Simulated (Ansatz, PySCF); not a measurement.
C6H8N2, SMILES Nc1ccc(N)cc1.

Coordinates come from a PBE0-D3(BJ)/def2-SVP optimisation. Other conformers were not sampled.

Vertical ionisation energy (IE) and electron affinity (EA) in eV. Rows of orbital energies are one-electron estimates. Where ΔSCF, EOM or ADC give a negative EA the extra electron is unbound and the value depends on the basis.

```tsv
level	IE	EA
−ε(HOMO), −ε(LUMO), HF/def2-TZVP (PySCF)	7.08	-3.39
−ε(HOMO), −ε(LUMO), PBE/def2-TZVP (PySCF)	4.07	0.85
ΔSCF, CAM-B3LYP/def2-SVPD (Ansatz), final states of multiplicity 2 and 2	7.04	-1.60
ΔSCF, PBE/def2-SVPD (Ansatz), final states of multiplicity 2 and 2	6.79	-1.52
```

Problem. What vertical singlet–triplet gap does ΔSCF give with CAM-B3LYP/def2-SVPD (Ansatz, an electronic-structure program) and with PBE/def2-SVPD (Ansatz)? (An estimate is asked for; the answer gives what the named calculation found.)

Solution. 3.38 and 3.18 eV (triplet above singlet where positive).
